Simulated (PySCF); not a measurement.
# How methods differ on the excitation energy of F

F [He] 2s2 2p5 (2P) → F [He] 2s1 2p6 (2S), as a difference of total energies. All numbers are calculated (PySCF 2.14, the non-relativistic Hamiltonian (point nucleus), in aug-cc-pwCVTZ (7s6p4d2f, 59 functions)). Correlated levels: valence: 1s2 frozen; valence and next inner shell: nothing frozen. The calculations carry no spin-orbit coupling.

```csv
method,excitation energy (eV)
UHF,23.895
LDA,18.276
PBE,18.929
PBE0,20.186
r2SCAN,20.647
r2SCAN0,21.340
CAM-B3LYP,19.843
r2SCANh,20.924
HSE06,20.139
MP2 (valence),21.909
SCS-MP2 (valence),21.796
MP2 (valence and next inner shell),21.829
SCS-MP2 (valence and next inner shell),21.749
```

Problem. How much does correlation contribute at MP2 (valence and next inner shell)?

Solution. 21.829 − (23.895) = -2.066 eV, measured against UHF.

A first-order spin-orbit estimate (lowest level to lowest level, LS coupling) adds 0.017 eV.

The upper state lies above the first ionisation limit, where it may autoionise and the basis confines it.
